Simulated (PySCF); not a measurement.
**Atomic charges by several schemes**

Species: C5H6ClF3O.
SMILES with atom numbers: `[CH3:1][CH2:2][C@H:3]([F:4])[C:5]([F:6])([F:7])[C:8](=[O:9])[Cl:10]` (hydrogens: H11, H12, H13 on C1; H14, H15 on C2; H16 on C3)

Geometry (GFN2-xTB, Å), atoms numbered from 1 in this order:
```xyz
16
C5H6ClF3O angstrom
C     -2.339    0.465    0.352
C     -1.154   -0.462    0.112
C      0.153    0.319    0.048
F      0.173    1.131   -1.061
C      1.386   -0.611   -0.023
F      1.560   -1.187    1.195
F      1.192   -1.632   -0.884
C      2.647    0.204   -0.372
O      3.180    0.936    0.392
Cl     3.163   -0.014   -2.004
H     -2.406    1.204   -0.442
H     -3.259   -0.111    0.370
H     -2.236    0.984    1.303
H     -1.282   -0.996   -0.832
H     -1.071   -1.194    0.916
H      0.285    0.973    0.920
```

Density: PBE0/pcSseg-1 (PySCF); schemes: Mulliken, IAO, Hirshfeld and ESP-fitted. One conformer (not necessarily the lowest) at the GFN2-xTB geometry, without solvent, vibrations or thermal averaging.

Question: Atoms with like bonding are taken together and averaged. Do the Mulliken, IAO, Hirshfeld and ESP-fitted schemes agree on where the charge is lowest?

Answer: The schemes don't all agree: Mulliken F4 (-0.322); IAO C1 (-0.420); Hirshfeld O9 (-0.184); ESP-fitted O9 (-0.356).

Question: For which atoms does the sign change between the 4 schemes (beyond +0.03 e in one, beyond −0.03 e in another)?

Answer: C2.

Question: What partial charge does each atom carry?

Answer: In e; atoms taken as equivalent share a row and are averaged (×n: the atom named and its like, n in all):

```tsv
atom	environment	Mulliken	IAO	Hirshfeld	ESP-fitted
C1	methyl carbon	-0.259	-0.420	-0.114	-0.322
C2	chain CH2 carbon	-0.274	-0.273	-0.078	+0.103
C3	sp3 C–F carbon	+0.153	+0.156	+0.050	-0.019
F4	alkyl fluorine	-0.322	-0.318	-0.098	-0.201
C5	CF2 carbon	+0.505	+0.513	+0.170	+0.348
F6	fluorine of a CF2 group	-0.280	-0.282	-0.083	-0.185
F7	fluorine of a CF2 group	-0.271	-0.277	-0.079	-0.209
C8	acyl halide carbon	+0.262	+0.320	+0.156	+0.415
O9	carbonyl oxygen	-0.276	-0.324	-0.184	-0.356
Cl10	chlorine bonded to C	-0.035	-0.005	-0.011	-0.070
H11/H12/H13	methyl hydrogen	+0.124	+0.148	+0.045	+0.095
H14	methylene hydrogen	+0.145	+0.156	+0.041	+0.052
H15	methylene hydrogen	+0.142	+0.154	+0.046	+0.031
H16	methine hydrogen	+0.138	+0.158	+0.049	+0.128
```

Mean size of the charges over all atoms: IAO 0.237 e, Mulliken 0.215 e, ESP-fitted 0.170 e, Hirshfeld 0.081 e. Each set sums to the total charge, 0, to within 0.001 e. The ESP scheme is a least-squares fit of atom-centred charges to the potential on four shells outside the van der Waals surface, with the total charge fixed.

Question: How many electrons does the ESP-fitted scheme count on C8?

Answer: Z − q = 6 − (+0.415) ≈ 5.584.

Question: How closely do the schemes follow one another over all atoms?

Answer: Correlation coefficient and root-mean-square difference: Mulliken with IAO 0.99, 0.047 e; IAO with Hirshfeld 0.97, 0.177 e; Mulliken with Hirshfeld 0.95, 0.153 e; Hirshfeld with ESP-fitted 0.92, 0.129 e; IAO with ESP-fitted 0.87, 0.134 e; Mulliken with ESP-fitted 0.83, 0.133 e.

Question: Sum the charges by element, for elements with more than one atom.

Answer: 
| element | atoms | Mulliken | IAO | Hirshfeld | ESP-fitted |
| --- | --- | --- | --- | --- | --- |
| C | 5 | +0.387 | +0.296 | +0.184 | +0.525 |
| F | 3 | -0.873 | -0.878 | -0.260 | -0.595 |
| H | 6 | +0.797 | +0.911 | +0.271 | +0.495 |
